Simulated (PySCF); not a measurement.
# Electron correlation in Sb³⁺ (antimony, charge +3)

[Kr] 4d10 5s2, closed-shell 1S. Computed with PySCF 2.14 in def2-TZVPPD with the def2 core potential (28 electrons) (7s5p4d2f, 56 functions), with scalar relativity through the core potential. Frozen: 4s2 4p6 4d10; 2 electrons correlated.

With two correlated electrons CCSD is exact within the correlated space (frozen core and kept virtual orbitals).

| level | correlation energy (mhartree) |
| --- | --- |
| CCSD | -35.79 |

Diagnostics: T1 = 0.0032, D1 = 0.0045, largest double amplitude 0.098.

Cost of the coupled-cluster step: of the order of 0.3 core-seconds, for 2 correlated electrons.

Iterations:

```
CC2 = 0
CCSD nocc = 1, nmo = 47
frozen orbitals [0, 1, 2, 3, 4, 5, 6, 7, 8]
max_cycle = 100
direct = 0
conv_tol = 1e-08
conv_tol_normt = 1e-06
diis_space = 8
diis_start_cycle = 0
Init t2, MP2 energy = -237.513000847339  E_corr(MP2) -0.0264486729039606
Init E_corr(CCSD) = -0.0264486729048348
cycle = 1  E_corr(CCSD) = -0.0324401965441979  dE = -0.00599152364  norm(t1,t2) = 0.037281
cycle = 2  E_corr(CCSD) = -0.0344709024449314  dE = -0.0020307059  norm(t1,t2) = 0.0146903
cycle = 3  E_corr(CCSD) = -0.0357974688708382  dE = -0.00132656643  norm(t1,t2) = 0.00600017
cycle = 4  E_corr(CCSD) = -0.035790399259853  dE = 7.06961099e-06  norm(t1,t2) = 0.000135551
cycle = 5  E_corr(CCSD) = -0.03579134531052  dE = -9.46050667e-07  norm(t1,t2) = 1.09956e-05
cycle = 6  E_corr(CCSD) = -0.0357908880217967  dE = 4.57288723e-07  norm(t1,t2) = 1.6445e-06
cycle = 7  E_corr(CCSD) = -0.0357909559228494  dE = -6.79010527e-08  norm(t1,t2) = 2.79602e-07
cycle = 8  E_corr(CCSD) = -0.0357909501449064  dE = 5.77794293e-09  norm(t1,t2) = 4.51117e-08
CCSD converged
E(CCSD) = -237.5223431245803  E_corr = -0.03579095014490644
```
